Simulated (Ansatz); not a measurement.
Z-matrix (Å, degrees):
```
C
C 1 1.498
H 1 1.094 2 111.4
H 1 1.094 2 109.7 3 119.2
H 1 1.092 2 111.6 3 -121.2
O 2 1.504 1 114.7 3 70.7
B 2 1.509 1 125.2 3 131.8
H 2 1.090 1 114.3 3 -58.2
N 7 1.385 2 158.2 1 81.3
H 9 1.003 7 122.9 2 3.2
H 9 1.006 7 122.5 2 -177.3
```

Charge 0, multiplicity 1.

List the r2SCAN/def2-TZVPP orbital energies in eV (Ansatz 0.2.0). (Best estimate.)

The calculation gave: Occupied: -515.59, -385.40, -273.82, -272.73, -180.53, -26.94, -22.89, -19.14, -15.21, -13.15, -13.12, -12.06, -11.04, -10.45, -9.61, -8.94, -7.84, -6.69, -6.30. Lowest empty: 0.71, 1.04, 1.82, 2.11, 2.68, 2.78, 3.19, 3.35.
